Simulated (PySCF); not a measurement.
C₆H₁₂N, doublet, at a GFN2-xTB geometry. Base run: PBE0/6-31G run with PySCF.

Input for PySCF:
```python
from pyscf import gto, scf, dft

mol = gto.Mole()
mol.atom = '''
    C     2.96688652    0.29994320    0.03955754
    C     1.51244537    0.52364495    0.01683271
    N     0.61415080   -0.32588135    0.00826668
    C    -0.81185820   -0.13379732   -0.01089414
    C    -1.37065646   -0.79983065    1.25189169
    C    -1.34340475   -0.85076214   -1.25735447
    C    -1.20510502    1.34873967   -0.04524630
    H     3.41245560    0.78429189   -0.82873314
    H     3.23572273   -0.76135598    0.03579279
    H     3.38090422    0.76959045    0.93129596
    H    -1.06752840   -1.84326204    1.28846783
    H    -2.45627869   -0.74747907    1.25573671
    H    -0.99070630   -0.29881680    2.13941606
    H    -2.42857762   -0.79777004   -1.28761546
    H    -0.94300136   -0.38702771   -2.15606551
    H    -1.04130045   -1.89502996   -1.24418914
    H    -0.81115315    1.85805131    0.83108678
    H    -0.79226132    1.82241315   -0.93281097
    H    -2.28717563    1.44993795   -0.05897106
'''
mol.basis = '6-31g'
mol.spin = 1
mol.verbose = 4
mol.build()

mf = dft.UKS(mol)
mf.xc = 'pbe0'
mf.kernel()
mf.analyze()
```

Variants of this job, named by their change:

```
change                                       ΔE vs base (µEh)  SCF cycles  <S^2>        outcome
-------------------------------------------  ----------------  ----------  -----  -------------
base                                                      0.0          12  0.753      converged
DIIS = EDIIS                                                -          50      -  not converged
damp = 0.5; diis_start_cycle = 5                          0.0          14  0.753      converged
init_guess = sap                                          0.0          16  0.753      converged
level_shift = 0.5 (with mf.max_cycle = 100)               0.0          22  0.753      converged
level_shift = 1.0 (with mf.max_cycle = 100)               0.0          33  0.753      converged
DIIS = ADIIS                                              0.0          22  0.753      converged
conv_tol = 1e-11                                          0.0          15  0.753      converged
diis_space = 12                                           0.0          12  0.753      converged
init_guess = vsap                                         0.0          17  0.753      converged
diis_space = 4                                            0.0          17  0.753      converged
init_guess = mod_huckel                                   0.0          15  0.753      converged
diis = off (with mf.max_cycle = 100)                        -         100      -  not converged
```

Open shells are given as the SCF converged; they aren't shown to be the lowest states, and a large step between rows can be another state.
